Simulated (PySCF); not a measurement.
Compound: C5H7Cl2O (doublet state).
SMILES with atom numbers: `[CH3:1]/[C:2]=[CH:3]/[C:4]([Cl:5])([Cl:6])[CH2:7][OH:8]` (hydrogens: H9, H10, H11 on C1; H12 on C3; H13, H14 on C7; H15 on O8)

Geometry (GFN2-xTB, Å), atoms numbered from 1 in this order:
```xyz
15
C5H7Cl2O angstrom
C      2.837    0.162   -0.225
C      1.429   -0.048    0.024
C      0.313   -0.487   -0.470
C     -0.996   -0.487    0.258
Cl    -1.411   -2.174    0.727
Cl    -0.875    0.482    1.757
C     -2.154    0.067   -0.578
O     -1.908    1.373   -1.001
H      3.077    1.222   -0.134
H      3.127   -0.174   -1.228
H      3.429   -0.389    0.507
H      0.227   -0.925   -1.470
H     -3.081   -0.003    0.009
H     -2.265   -0.536   -1.483
H     -1.753    1.924   -0.221
```

The hyperfine couplings belong to this conformer and change with its torsions.

Theory: PySCF, UKS B3LYP, pcH-1 on C Cl H O, non-relativistic, mean-field spin-orbit, GIAO. One conformer (not necessarily the lowest) at the GFN2-xTB geometry, without solvent, vibrations or thermal averaging. Couplings are sensitive to structure, and on GFN2-xTB geometries they can be far from those on DFT ones. No stability test was run, so a lower SCF solution isn't excluded.

(1) What is the g tensor, term by term?

(2) At 9.436 GHz, how far is the centre of the isotropic spectrum from where a free electron (g = 2.002319) resonates?

(3) What are the electron Larmor frequencies g μB B/h along the three axes at 340 mT?

(4) In a frozen sample, at which fields do the three g values resonate at 9.5, 34, 94 and 263 GHz (hyperfine left aside), and which band first spreads them over more than twice a line width of 0.3 mT?

Answers

(1) 
```
                    Δg (ppm)     1     2     3
relativistic mass correction  -153  -153  -153
            gauge correction    27     9    46
   orbital Zeeman/spin–orbit  -399   196  2332
                       total  -525    52  2225
```

So g = 2.00179, 2.00237, 2.00454 and g_iso = 2.00290; the tensor is rhombic: the two nearest values differ by 21 % of g3 − g1. 

(2) B = hν/(g μB) with μB/h = 13.99624 MHz/mT gives 336.70 mT for the free electron and 336.60 mT at g_iso, 0.10 mT lower.

(3) 9.5260, 9.5287, 9.5391 GHz for g1, g2 and g3, a range of 13.1 MHz.

(4) 
```tsv
band	GHz	B(g3) mT	B(g2) mT	B(g1) mT	spread mT
X	9.5	338.61	338.97	339.07	0.47
Q	34.0	1211.86	1213.17	1213.52	1.66
W	94.0	3350.43	3354.07	3355.03	4.60
J	263.0	9374.08	9384.25	9386.96	12.88
```

The spread grows in proportion to the frequency. Q band is the first where it exceeds 0.6 mT.

Largest spin populations (Mulliken): C2 (+1.00), C3 (-0.16), H12 (+0.08) and H10 (+0.08). C2 is the only atom above +0.15.

The HOMO–LUMO gaps are 5.62 eV among the α and 5.18 eV among the β orbitals.
